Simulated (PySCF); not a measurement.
Running PySCF for BrF

Input:

```python
from pyscf import gto, scf, tdscf

mol = gto.M(
    atom='Br 0 0 0; F 0 0 1.73',
    basis='x2c-svpall',
    charge=0,
    spin=0,
    verbose=4,
)
mf = scf.RHF(mol)
mf = mf.sfx2c1e()
mf.kernel()
td = tdscf.TDA(mf)
td.nstates = 6
td.kernel()
td.analyze()
mf.dip_moment()
print('orbital energies (hartree):', mf.mo_energy[..., max(0, mol.nelec[1]-3):mol.nelec[0]+3].round(4))
```

```bash
$ OMP_NUM_THREADS=1 python input.py
```

Output (some set-up lines removed):

```
PySCF version 2.14.0

[INPUT] Symbol           X                Y                Z      unit          X                Y                Z       unit  Magmom
[INPUT]  1 Br     0.000000000000   0.000000000000   0.000000000000 AA    0.000000000000   0.000000000000   0.000000000000 Bohr   0.0
[INPUT]  2 F      0.000000000000   0.000000000000   1.730000000000 AA    0.000000000000   0.000000000000   3.269226195498 Bohr   0.0

nuclear repulsion = 96.353075976763
number of shells = 6
number of NR pGTOs = 98
number of NR cGTOs = 46
basis = x2c-svpall
ecp = {}

******** <class 'pyscf.x2c.sfx2c1e.sfX2C1eRHF'> ********
method = sfX2C1eRHF
initial guess = minao
damping factor = 0
level_shift factor = 0
DIIS = <class 'pyscf.scf.diis.CDIIS'>
SCF conv_tol = 1e-09
SCF max_cycles = 50

******** <class 'pyscf.x2c.sfx2c1e.SpinFreeX2CHelper'> ********
approx = 1e
xuncontract = 1
Initial guess from minao.
init E= -2703.31629295346
  HOMO = -0.360750203731543  LUMO = -0.140133243881179  gap/eV = 6.00329
cycle= 1 E= -2703.32549075519  delta_E= -0.0092  |g|= 0.362  |ddm|= 1.64
  HOMO = -0.467671372898129  LUMO = 0.0370000524053276  gap/eV = 13.73281
cycle= 2 E= -2703.3444005943  delta_E= -0.0189  |g|= 0.202  |ddm|= 0.402
  HOMO = -0.450725862623399  LUMO = 0.046845235282222  gap/eV = 13.53960
cycle= 3 E= -2703.35036025633  delta_E= -0.00596  |g|= 0.0352  |ddm|= 0.138
  HOMO = -0.447070823554217  LUMO = 0.0551080417229985  gap/eV = 13.66498
cycle= 4 E= -2703.35060372893  delta_E= -0.000243  |g|= 0.00713  |ddm|= 0.0261
  HOMO = -0.447877258756577  LUMO = 0.054786235149566  gap/eV = 13.67817
cycle= 5 E= -2703.35061950642  delta_E= -1.58e-05  |g|= 0.00191  |ddm|= 0.00791
  HOMO = -0.447827391760376  LUMO = 0.0549309359486867  gap/eV = 13.68075
cycle= 6 E= -2703.35062022043  delta_E= -7.14e-07  |g|= 0.000498  |ddm|= 0.00168
  HOMO = -0.447833071175193  LUMO = 0.0548872831716931  gap/eV = 13.67972
cycle= 7 E= -2703.35062030989  delta_E= -8.95e-08  |g|= 0.000131  |ddm|= 0.000611
  HOMO = -0.447813668244599  LUMO = 0.0549002257179407  gap/eV = 13.67954
cycle= 8 E= -2703.35062031814  delta_E= -8.25e-09  |g|= 3.51e-05  |ddm|= 0.000195
  HOMO = -0.447812121475225  LUMO = 0.0548994619765519  gap/eV = 13.67948
cycle= 9 E= -2703.35062031897  delta_E= -8.32e-10  |g|= 5.5e-06  |ddm|= 7.5e-05
  HOMO = -0.447811600669862  LUMO = 0.0548998077402452  gap/eV = 13.67947
Extra cycle  E= -2703.35062031898  delta_E= -1.27e-11  |g|= 2.16e-06  |ddm|= 8.06e-06
converged SCF energy = -2703.35062031898

******** <class 'pyscf.tdscf.rhf.TDA'> for <class 'pyscf.x2c.sfx2c1e.sfX2C1eRHF'> ********
nstates = 6 singlet
deg_eia_thresh = 1.000e-03
wfnsym = None
conv_tol = 1e-05
eigh lindep = 1e-12
eigh level_shift = 0
eigh max_cycle = 100

Excitation energies (eV)
[ 4.30756204  4.30756204  9.443808    9.443808   12.49723195 16.23402181]

** Singlet excitation energies and oscillator strengths **
Excited State   1:      4.30756 eV    287.83 nm  f=0.0019
      22 -> 23       -0.69547
Excited State   2:      4.30756 eV    287.83 nm  f=0.0019
      21 -> 23       -0.69547
Excited State   3:      9.44381 eV    131.29 nm  f=0.0067
      19 -> 23       -0.68583
Excited State   4:      9.44381 eV    131.29 nm  f=0.0067
      18 -> 23        0.68583
Excited State   5:     12.49723 eV     99.21 nm  f=0.8754
      20 -> 23        0.68191
Excited State   6:     16.23402 eV     76.37 nm  f=0.3912
      22 -> 24       -0.70075

** Transition electric dipole moments (AU) **
state          X           Y           Z        Dip. S.      Osc.
  1        -0.0676     -0.1140      0.0000      0.0176      0.0019
  2        -0.1140      0.0676      0.0000      0.0176      0.0019
  3        -0.0210     -0.1686      0.0000      0.0289      0.0067
  4         0.1686     -0.0210     -0.0000      0.0289      0.0067
  5         0.0000     -0.0000      1.6909      2.8592      0.8754
  6         0.6522      0.7471      0.0000      0.9835      0.3912

** Transition velocity dipole moments (imaginary part, AU) **
state          X           Y           Z        Dip. S.      Osc.
  1         0.0464      0.0783     -0.0000      0.0083      0.0349
  2         0.0783     -0.0464     -0.0000      0.0083      0.0349
  3        -0.0086     -0.0689      0.0000      0.0048      0.0093
  4         0.0689     -0.0086     -0.0000      0.0048      0.0093
  5         0.0000     -0.0000      0.5402      0.2919      0.4237
  6         0.3363      0.3852      0.0000      0.2615      0.2922

** Transition magnetic dipole moments (imaginary part, AU) **
state          X           Y           Z
  1         0.8104     -0.4805      0.0000
  2        -0.4805     -0.8104     -0.0000
  3         0.4073     -0.0508      0.0000
  4         0.0508      0.4073      0.0000
  5         0.0000     -0.0000     -0.0000
  6        -0.5182      0.4523     -0.0000
Dipole moment(X, Y, Z, Debye): -0.00000, -0.00000, -1.98151
orbital energies (hartree): [-0.6632 -0.4478 -0.4478  0.0549  0.4641  0.6998]
```

In short: E(SCF) = -2703.350620 Eh, 9 cycles, μz(SCF) = -1.98 D, first singlet excitations without spin–orbit coupling 4.31, 4.31, 9.44, 9.44, 12.50 eV.

It ran on Arm Neoverse V2 (1 thread, shared host) in 1.4 s.

Stability towards an unrestricted solution was not tested. The bond length is a typed value, not an optimised one.
